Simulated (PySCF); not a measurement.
Level of theory: B3LYP-D3(BJ)/def2-TZVP in PySCF. All species are isolated molecules in the gas phase. One relaxed conformer stands for a flexible species; it need not be the lowest. B3LYP has the VWN-RPA correlation part, as in Gaussian. Delta-SCF ions had no search for a lower state. 

Reference species (SMILES): `[OH][Al]([OH])[OH]` (neutral, multiplicity 1).

| Quantity | Result |
|---|---|
| vertical ionisation energy (Delta-SCF) | 11.27 eV |
| HOMO–LUMO gap | 7.93 eV |
| HOMO | -8.73 eV |

Changed species: `[Al]([OH])([SiH3])[OH]` (H–O–Al–Si torsion 180°, Si–Al–O–H torsion -180°) (1 of 3 OH replaced by SiH3; the reference has 0 of 3 OH replaced by SiH3).

Q: Give the shifts of the vertical ionisation energy (Delta-SCF), HOMO–LUMO gap and HOMO.

A: the vertical ionisation energy (Delta-SCF) drops by 1.03 eV, to 10.24 eV; the HOMO–LUMO gap decreases by 0.97 eV, to 6.96 eV; the HOMO rises by 0.90 eV, to -7.83 eV.
